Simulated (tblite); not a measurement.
A tight-binding relaxation on `S([Si@@H]([SiH3])O)[SiH3]`.

Computed with GFN2-xTB geometry optimisation, gas phase (tblite 0.8.0). Start geometry: from a force field or distance geometry. The command runs a driver script over a list of jobs; the input below is this job's line of settings and its coordinates in Å.

Command:
```bash
OMP_NUM_THREADS=1 python probes_run.py task.json out
```

Input:
```
{"job": {"kind": "relax", "xc": "GFN2-xTB", "basis": "xTB"}, "charge": 0, "multiplicity": 1}
O     -1.102300     2.379900     0.419900
Si    -0.374900     1.032300    -0.205800
Si    -1.906600    -0.656700    -0.627900
S      1.058200     0.530000     1.299900
Si     2.204400    -0.820000     0.106800
H     -0.846300     2.609300     1.323700
H      0.345500     1.427700    -1.436400
H     -1.218300    -1.842600    -1.186300
H     -2.926000    -0.209000    -1.622900
H     -2.620500    -1.066600     0.620600
H      3.333600    -1.338500     0.903200
H      2.716000    -0.102600    -1.088800
H      1.332900    -1.942500    -0.309800
```

Task: Estimate the output.

Result: 
```
step      E/eV     max force
  0    -453.61303    1.198
  1    -453.66450    0.552
  2    -453.69602    0.422
  3    -453.70399    0.342
  4    -453.71252    0.203
  5    -453.71730    0.232
  6    -453.72490    0.242
  7    -453.73051    0.254
  8    -453.73534    0.237
  9    -453.73896    0.158
... (31 lines left out)
 41    -453.78295    0.029
 42    -453.78302    0.020
 43    -453.78310    0.023
 44    -453.78317    0.019
 45    -453.78320    0.016
 46    -453.78323    0.014
 47    -453.78327    0.018
 48    -453.78332    0.025
 49    -453.78338    0.022
 50    -453.78340    0.010
```

«max force» is the largest atomic force in eV/Å.

Task: From which step on does the largest force stay under 0.1 eV/Å, and how much energy is left to gain from there?

Result: From step 24 (0.068 eV/Å), 4.7 meV above the end.

Main results: energy lowered by 3.9 kcal/mol over 50 steps; largest atomic force 0.010 eV/Å at the end.

The run took 0.61 s on an Arm Neoverse N1 with one thread, shared host with 64 logical CPUs at a one-minute load of 60.
Labels such as C1 count atoms from 1, the log's own numbers from 0.
